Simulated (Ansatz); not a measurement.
VCl3⁻, relaxed as a quartet with UKS r2SCAN-D4/def2-SVPD in Ansatz, starting from the r2SCAN-D4/def2-SVP geometry of the neutral triplet. Force threshold 0.02 eV/Å.

Start:

```xyz
4

V    -0.021    0.016    0.048
Cl   -0.817    0.642    1.948
Cl   -1.258   -0.488   -1.650
Cl    2.096   -0.170   -0.346
```

Question: Estimate the energy that the relaxation releases and the steps that it takes.

Answer: 12.7 kcal/mol, in 4 steps; 54 s on 2 threads of AMD EPYC 9R45 on a shared host. No frequencies were taken in this run, so the end may be a saddle point.

Question: Does the start keep its bonding and symmetry?

Answer: By distances, no bond broke or formed. The bond that changes most is V1–Cl2, from 2.15 to 2.31 Å (atoms count from 1). Point group C2v at the start, Cs at the end, both within 0.05 Å.

Question: Predict the relaxed structure.

Answer: 
```
atom    x (Å)    y (Å)    z (Å)
  V1   0.0103   0.2845  -0.0956
 Cl2  -0.8427   0.5564   2.0330
 Cl3  -1.4199  -0.5941  -1.6822
 Cl4   2.2523  -0.2469  -0.2553
```
Bond lengths: 3 × Cl–V 2.31 Å.
